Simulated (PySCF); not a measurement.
All of these have the formula C4H8FNSi2. Computed, not measured: TDDFT wB97X-D/def2-SVPD, vertical, gas phase, core orbitals frozen in the response in PySCF 2.14.0, density-fitted response routines. Geometries: GFN2-xTB; one conformer of each isolated species. Triplets are in the Tamm–Dancoff approximation.

A. `C[C@@H]1[SiH2][C@@H](F)[Si@@H]1C#N`
B. `[SiH2]1C[C@H](F)[C@H](C#N)[SiH2]1`
C. `C#C[Si@@H]1C[C@H](F)[SiH2]N1`

Lowest singlet levels (six at most, fewer where fewer were computed) with oscillator strengths:

1. 180 nm (f 0.089); 177 nm (f 0.034); 168 nm (f 0.017); 161 nm (f 0.171); 159 nm (f 0.048); 156 nm (f 0.047); T1 6.12 eV
2. 210 nm (f 0.013); 201 nm (f 0.002); 192 nm (f 0.047); 191 nm (f 0.090); 188 nm (f 0.033); 183 nm (f 0.002); T1 5.50 eV
3. 205 nm (f 0.001); 198 nm (f 0.012); 194 nm (f 0.001); 191 nm (f 0.011); 175 nm (f 0.003); 171 nm (f 0.003); T1 5.11 eV

**Question.** Match each spectrum to its molecule.

**Answer.** 1 = B, 2 = A, 3 = C.
- A: S1 at 5.90 eV, HOMO→LUMO+1 (43%), HOMO→LUMO (40%); Löwdin shares by element: HOMO carbon 33% or more, silicon 26%, fluorine 22% (atoms not listed hold the other 18%); LUMO silicon 32%, carbon 14% or more, nitrogen 12% (atoms not listed hold the other 42%); HOMO -9.97 and LUMO 0.50 eV.
- B: S1 at 6.88 eV, HOMO→LUMO (75%), HOMO→LUMO+1 (10%); Löwdin shares by element: HOMO silicon 44%, nitrogen 15%, carbon 12% or more (atoms not listed hold the other 30%); LUMO silicon 50%, carbon 15% or more (atoms not listed hold the other 34%); HOMO -10.11 and LUMO 1.05 eV.
- C: S1 at 6.05 eV, HOMO-1→LUMO (31%), HOMO-2→LUMO (30%); Löwdin shares by element: HOMO nitrogen 52%, silicon 12% or more, hydrogen 7% or more, carbon 6% or more (atoms not listed hold the other 24%); LUMO carbon 39% or more, silicon 29% (atoms not listed hold the other 32%); HOMO -9.40 and LUMO 1.41 eV.
A and C have S1 within 0.15 eV of each other; their strongest listed levels stand at 6.49 eV (f 0.090) and 6.27 eV (f 0.012).
